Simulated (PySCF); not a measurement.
B₂H₃OSi (calculated)

Calculation on a computer-drawn molecule: optimised geometry and harmonic frequencies of an isolated molecule of the commonest isotopes, restricted reference for singlets and unrestricted otherwise, frozen core in MP2. Program: PySCF 2.14.0.

B₂H₃OSi

Start structure:
```xyz
7
B2H3OSi
O     -0.1931     2.4573     0.1963
B      0.8330     1.8900     0.3147
B      2.2306     0.9539     0.4735
Si     2.1282    -1.0728     0.4241
H      3.3174     1.4186     0.6182
H      2.2575    -1.8213    -0.8297
H      1.9476    -1.8658     1.6437
```

It was run with charge 1, multiplicity 1, method MP2 and basis cc-pV(D+d)Z.

Results for B₂H₃OSi: rotational constants 22.8, 2.277, 2.125 GHz; total energy -415.0361 hartree; convergence status largest gradient component 2.087e-05 hartree/bohr.

Drawn bonds:
| atom | other atom | order |
| --- | --- | --- |
| 1 | 2 | 2 |
| 2 | 3 | 1 |
| 3 | 4 | 1 |
| 3 | 5 | 1 |
| 4 | 6 | 1 |
| 4 | 7 | 1 |

Optimised structure:
```xyz
7
B2H3OSi
O     -0.2131     2.4644     0.1938
B      0.8421     1.8667     0.3155
B      2.2381     0.9495     0.4743
Si     2.1334    -1.0624     0.4251
H      3.3321     1.4246     0.6199
H      2.2498    -1.8189    -0.8335
H      1.9390    -1.8641     1.6456
```

Modes:
| frequency (cm⁻¹) | reduced mass (dalton) |
| --- | --- |
| 94.1 | 6.297 |
| 180.8 | 1.284 |
| 314 | 2.663 |
| 361.1 | 4.877 |
| 407.3 | 1.092 |
| 528.3 | 3.125 |
| 701.8 | 1.639 |
| 745.8 | 1.711 |
| 785.7 | 2.018 |
| 929.9 | 1.308 |
| 997.7 | 1.492 |
| 1936 | 12.15 |
| 2334 | 1.028 |
| 2376 | 1.057 |
| 2708 | 1.092 |
